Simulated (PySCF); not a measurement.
PySCF input (BP86/6-31G* (5d)):

```python
from pyscf import gto, dft

mol = gto.M(
    atom='''
    Mg   -0.00000000   -0.00000000   -1.30205059
    Cl    0.00000000    0.00000000    0.91909453
    ''',
    basis='6-31g*',
    charge=0,
    spin=1,
    symmetry='C2v',
    verbose=4,
)

mf = dft.UKS(mol, xc='bp86')
mf.grids.level = 3
mf.conv_tol = 1e-9
mf.max_cycle = 100
mf.max_memory = 1500
mf.kernel()
if not mf.converged:
    mf = mf.newton()
    mf.kernel(mf.make_rdm1())
mf.dip_moment()
```

Problem. Predict the final energy.

Solution. -660.34380 Eh.
